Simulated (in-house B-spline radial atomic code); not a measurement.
Ionising Au51+ with different functionals

Computed with an all-electron radial atomic-structure program (B-spline basis): scalar-relativistic (spin-free X2C) Hamiltonian, Fermi nucleus of rms radius 5.4371 fm, spin-polarised at highest spin, spherical fractional occupations for the functionals. The ionisation energy is the difference of two self-consistent energies, [Ar] 3d10 → [Ar] 3d9, without Breit or QED terms; ε is the level of the shell that loses the electron (its least bound occupied spin orbital). There is no spin-orbit coupling in this Hamiltonian.

Hybrids are left out here: with spherical fractional occupations of an open shell their exact exchange keeps a self-interaction that integer-occupation calculations don't have.

```tsv
method	rung	ΔSCF (eV)	-ε(3d) (eV)
LDA exchange-only	LDA	4912.2	4843.4
OLYP	GGA	4923.1	4854.5
PBE	GGA	4916.4	4847.7
BLYP	GGA	4916.3	4847.5
AM05	GGA	4915.7	4846.9
```

Problem. How do they compare with the NIST value?

Solution. NIST lists 4888 eV ± 4 (measured, ground level to ground level). Errors run from +24.2 to +35.1 eV. The correlated functionals all miss on the same side by more than they spread, so the cause is common to them (spin-orbit coupling, Breit-QED terms, multiplet and fine-structure energies, or a listed next ion that isn't the cheapest removal here) and closeness doesn't rank the functionals.
